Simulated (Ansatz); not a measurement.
Basis sets compared for the cluster B5Cl3 (the lowest singlet isomer of a short search). Total charge 0; singlet. Geometry B3LYP-D4/def2-SVP. Ansatz on 4 threads of Arm Neoverse V1 on a shared host; times are rough, and most runs start from earlier orbitals.

```xyz
8

B     0.514   -0.143    1.063
B    -1.388   -0.439    0.343
B    -0.210    0.068   -0.474
B     0.943    0.644   -1.580
B     1.430    0.393   -0.122
Cl    0.480   -0.585    2.758
Cl    0.924    1.066   -3.249
Cl   -2.693   -1.004    1.261
```

The structure comes from a short search, and lower isomers may exist.

Binding counts from free atoms (B doublet, Cl doublet) in the same basis, without a counterpoise term.

```json
{"level": "PBE-D4/def2-SVP", "functions": "124", "energy (Eh)": "-1503.6120", "HOMO (eV)": "-5.93", "LUMO (eV)": "-3.82", "binding per atom (eV)": "4.47", "wall time": "1.4 s"}
{"level": "PBE0-D4/def2-SVP", "functions": "124", "energy (Eh)": "-1503.7410", "HOMO (eV)": "-7.06", "LUMO (eV)": "-3.12", "binding per atom (eV)": "4.35", "wall time": "2 s"}
```

(1) Estimate the rows for PBE-D4/def2-TZVP (with forces), PBE0-D4/def2-TZVP.

Answers

(1) 
```json
{"level": "PBE-D4/def2-TZVP (with forces)", "functions": "266", "energy (Eh)": "-1504.2155", "HOMO (eV)": "-6.07", "LUMO (eV)": "-3.96", "binding per atom (eV)": "4.39", "wall time": "4.3 s"}
{"level": "PBE0-D4/def2-TZVP", "functions": "266", "energy (Eh)": "-1504.3389", "HOMO (eV)": "-7.13", "LUMO (eV)": "-3.20", "binding per atom (eV)": "4.27", "wall time": "8 s"}
```
